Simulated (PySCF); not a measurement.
Computed with ωB97X-D3(BJ)/def2-TZVP // PBE0-D3(BJ)/def2-TZVP (PySCF 2.14.0). All species are isolated molecules in the gas phase. 

Reference species (SMILES): `[SiH2]=C` (neutral, multiplicity 1).

The dipole moment comes out as 0.92 D.

Changed species: `C=[SiH]Cl` (whole molecule; the reference has whole molecule).

Problem. What does the change do to the dipole moment?

Solution. the dipole moment stays essentially unchanged.
